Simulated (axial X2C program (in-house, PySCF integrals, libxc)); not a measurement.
# Worked dissociation energy of RhH⁻: CCSD(T), without spin–orbit coupling

Computed with an in-house all-electron X2C program for linear molecules (integrals from PySCF). Spin-free means the one-electron spin-free X2C Hamiltonian. Basis: Rh dyall-acv3z [13s13p9d5f3g], H dyall-av3z [7s3p2d] (cores contracted in-house); Gaussian nuclei, density fitting, unrestricted open shells. Masses: Rh 102.906 u, H 1.008 u.

Molecular state: M_S = 1/2, Λ = 2 (beyond evenly filled blocks: δ+α, δ+β, δ-α).

Correlated methods: 11 electrons correlated (number of frozen shells: Rh 4 s, 3 p, 1 d; H none), 247 virtual spin orbitals or spinors in MP2, 90 natural virtuals in coupled cluster.

- E(Rh-) (2M_S = 2, M_L = 3): -4781.545580 hartree
- E(H) (2M_S = 1, M_L = 0): -0.500005 hartree
- E(RhH⁻) at Re: -4782.138262 hartree
- ωe: 1821.4 cm⁻¹
- ωexe: 51.5 cm⁻¹

Problem. Work out De and D0.

Solution. De = -4781.545580 + (-0.500005) − (-4782.138262) = 0.09268 hartree = 2.522 eV. The zero-point energy is ωe/2 − ωexe/4 = 898 cm⁻¹ = 0.111 eV, so D0 = 2.411 eV.

One determinant describes the state; a PBE0 search over occupations chose it and may have missed a lower one. Dissociation energies refer to the lowest single-determinant-based atoms at the same level and basis. Coupled cluster ran in a truncated set of natural virtual spinors; the MP2 energy of the rest was added. (T) has no such correction and the atoms are truncated less, which lowers De at CCSD(T) by a hundredth of an eV or more. PBE0 can misorder states that lie within some tenths of an eV, so this need not be the ground state of the molecule. The nearest other spin-free determinant of the search, M_S = 1/2, Λ = 0, lies 0.45 eV up at the distance of the search. The determinant is spin-polarised beyond a pure state at some levels (its spin-free form has ⟨S²⟩ too high), which makes Re and μ there less reliable. The T1 diagnostic is large, a sign of multireference character.

Each atomic determinant is the lowest at this level and need not be a pure term. Totals compare only within one Hamiltonian and basis.
